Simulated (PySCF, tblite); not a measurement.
Species: CH8F3P3Si2.
Atom-mapped SMILES: `[F:1][C:2]([F:3])([F:4])[P:5]([SiH3:6])[P:7]([SiH3:8])[PH2:9]` (hydrogens: H10, H11, H12 on Si6; H13, H14, H15 on Si8; H16, H17 on P9)

Geometry (GFN2-xTB, Å), atoms numbered from 1 in this order:
```xyz
17
CH8F3P3Si2 angstrom
F      2.4607    1.9747   -0.9481
C      1.4544    1.5551   -0.1599
F      0.7392    2.6496    0.1464
F      2.0318    1.1584    0.9873
P      0.4232    0.2581   -1.0273
Si     2.0494   -1.3267   -0.9546
P     -0.6745   -0.2516    0.7891
Si    -2.3754    1.2543    0.6122
P     -1.7432   -1.9704    0.0043
H      2.4366   -1.6360    0.4246
H      1.4324   -2.4865   -1.6063
H      3.1563   -0.7644   -1.7275
H     -1.8780    2.4869    1.2182
H     -2.7704    1.4299   -0.7873
H     -3.4683    0.6592    1.3913
H     -0.7922   -2.8879    0.4546
H     -2.4891   -2.0908    1.1729
```

Jobs on this species (17 atoms, 114 electrons) with PySCF (density fitting) and tblite. Hardware of each: one thread of an Arm Neoverse N1, on a shared host. Other jobs ran on the host; a repeat could differ by tens of per cent or more.

Question: Rank these jobs by wall time, shortest first.
A. GFN2-xTB; L-BFGS relaxation
B. PBE0/pcSseg-1; shieldings, charges and field gradients; 228 basis functions
C. GFN2-xTB; Hessian by finite differences

Answer: C (1.8 s), A (4.3 s), B (84 s).

All jobs:

```
level and settings                                     work  basis functions  SCF cycles  wall time
          GFN2-xTB            Hessian by finite differences                –           –      1.8 s
          GFN2-xTB                        L-BFGS relaxation                –           –      4.3 s
     PBE0/pcSseg-1  shieldings, charges and field gradients              228          14       84 s
```

Question: What do all jobs in the table cost together?

Answer: About 90 s; the longest takes about 93 % of that, and about 47 times as long as the shortest.
